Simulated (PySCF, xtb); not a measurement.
SiHI₃, SMILES I[SiH](I)I.

Geometry optimised at PBE-D3(BJ)/def2-SVP. The def2 effective core potentials stand for the cores of I; spin–orbit coupling is left out.

Calculation: IEF-PCM-B3LYP/def2-SVP in PySCF.

The values are the electrostatic part of the solvation free energy, E(continuum) − E(gas) at the gas-phase geometry, in a cavity of scaled van der Waals radii (PySCF's table); cavitation and dispersion terms are not included. In vacuum the orbital gap is 4.92 eV. The dipole moment in vacuum is 0.49 D.

Computed values in water (ε = 78.36), chlorobenzene (ε = 5.70), 1-octanol (ε = 9.86):
| solvent | ε | ΔG(elec) (kcal/mol) | dipole (D) | gap (eV) |
|---|---|---|---|---|
| water | 78.36 | -1.6 | 0.79 | 5.00 |
| chlorobenzene | 5.70 | -1.2 | 0.70 | 4.98 |
| 1-octanol | 9.86 | -1.3 | 0.74 | 4.99 |

For comparison, GFN2-xTB/ALPB(water) (xtb, at the GFN2-xTB geometry, all terms of that model) gives -3.2 kcal/mol.
